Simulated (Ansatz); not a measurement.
A structure relaxed at r2SCAN-D4/def2-SVPD in Ansatz, charge -1, singlet:

```csv
atom,x (Å),y (Å),z (Å)
Sb1,1.030,0.738,1.150
Sb2,0.410,-1.338,-0.447
Sb3,-1.440,0.600,-0.702
```

**Question.** Give its formula and point group.

**Answer.** the cluster Sb3⁻. Point group C2v (tolerance 0.1 Å).

**Question.** Summarise the bond lengths by kind (pairs closer than 1.2 times the sum of covalent radii, bridged metal pairs left out).

**Answer.** 3 × Sb–Sb 2.69 to 3.09 Å.

In the def2 sets Sb takes a core potential; there is no spin–orbit coupling. The restricted singlet is unstable towards broken spin symmetry at other levels; at r2SCAN-D4/def2-SVPD this wasn't settled. The highest occupied level of the charge -1 singlet lies above zero (up to 0.65 eV). The electron is either unbound and held by the finite basis, or the level is raised by self-interaction error. At r2SCAN-D4/def2-SVPD a triplet of charge -1 lies 0.55 eV below the restricted singlet, each at its own geometry. The structure comes from a short search, and lower isomers may exist.
